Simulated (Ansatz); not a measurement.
Consider the ligand exchange at the Si–N bond: `C[SiH](F)N[SiH](O)O` + `O[SiH](O)S` → `C[SiH](F)S[SiH](O)O` + `N[SiH](O)O`.

Program: Ansatz. Geometries: PBE0-D4/def2-TZVP. ΔE: electronic, gas phase. CBS: MP2 limit from def2 TZ/QZ plus the TZ coupled-cluster correction, frozen cores. This one scheme is used for every species. DFT in def2-TZVPP. B3LYP here is the variant with VWN-RPA as its local correlation; programs differ in this. One conformer a species, not always the lowest.

`C[SiH](F)N[SiH](O)O`:

```xyz
15

C     2.249    1.339   -0.129
Si    0.422    1.053   -0.192
F    -0.052    1.032   -1.736
N     0.015   -0.455    0.508
Si   -1.563   -1.147    0.603
O    -2.503   -0.294   -0.429
O    -1.473   -2.757    0.319
H     2.508    2.270   -0.638
H     2.593    1.415    0.906
H     2.794    0.525   -0.615
H    -0.356    2.162    0.406
H     0.780   -1.021    0.846
H    -2.204   -1.055    1.925
H    -2.127   -0.015   -1.267
H    -1.084   -3.050   -0.507
```

`O[SiH](O)S`:

Cartesian coordinates in Å:
```
O -1.107 -0.391 -0.890
Si 0.290 0.283 -0.354
O 1.395 -0.915 -0.343
S -0.037 1.239 1.529
H -1.914 0.091 -0.700
H 0.822 1.354 -1.218
H 1.088 -1.801 -0.143
H -0.537 0.139 2.119
```

`C[SiH](F)S[SiH](O)O`:

```xyz
14

C     1.533    2.040    1.136
Si    0.479    0.548    0.854
F     1.404   -0.769    0.976
S    -0.323    0.635   -1.107
Si   -1.531   -1.146   -1.080
O    -1.578   -1.693   -2.617
O    -0.949   -2.198    0.022
H     2.010    1.988    2.117
H     0.922    2.946    1.098
H     2.311    2.117    0.373
H    -0.586    0.383    1.868
H    -2.928   -0.883   -0.708
H    -0.760   -1.726   -3.116
H    -0.003   -2.242    0.185
```

`N[SiH](O)O`:

Cartesian coordinates in Å:
```
N 0.483 1.085 0.415
Si -0.514 -0.249 0.009
O 0.082 -1.555 0.800
O -0.544 -0.349 -1.627
H 0.364 1.961 -0.068
H 0.739 1.241 1.377
H -1.936 -0.204 0.399
H 1.033 -1.680 0.781
H 0.293 -0.250 -2.085
```

Q: Is it downhill or uphill in electronic energy at CCSD(T)/CBS, and by how much? (Estimate.)

A: Computed: Nearly level: ΔE = -0.5 kcal/mol.

Q: What do these levels give: PBE0-D4, B3LYP-D4, PBE0, CCSD(T)/def2-TZVPP, HF/def2-QZVPP, SCS-MP2/def2-QZVPP? (An estimate is asked.)

A: Ansatz gave: PBE0-D4 -2.0, B3LYP-D4 -0.4, PBE0 -1.7, CCSD(T)/def2-TZVPP 0.4, HF/def2-QZVPP 2.9, SCS-MP2/def2-QZVPP -0.1 kcal/mol.

Largest T1 diagnostic among the species: 0.012.

From PBE to PBE0 (25 % exact exchange), in def2-TZVPP and without D4, ΔE moves by +0.7 kcal/mol. The D4 term adds −0.7 kcal/mol with B3LYP and −0.4 kcal/mol with PBE0; it sums over pairs of atoms, weighted by their polarisabilities, and B3LYP, whose exchange is more repulsive, gets the larger term. In def2-TZVPP, CCSD(T) changes the Hartree–Fock value by −2.3 kcal/mol (the triples alone add −0.7 kcal/mol) and MP2 by −3.5 kcal/mol.
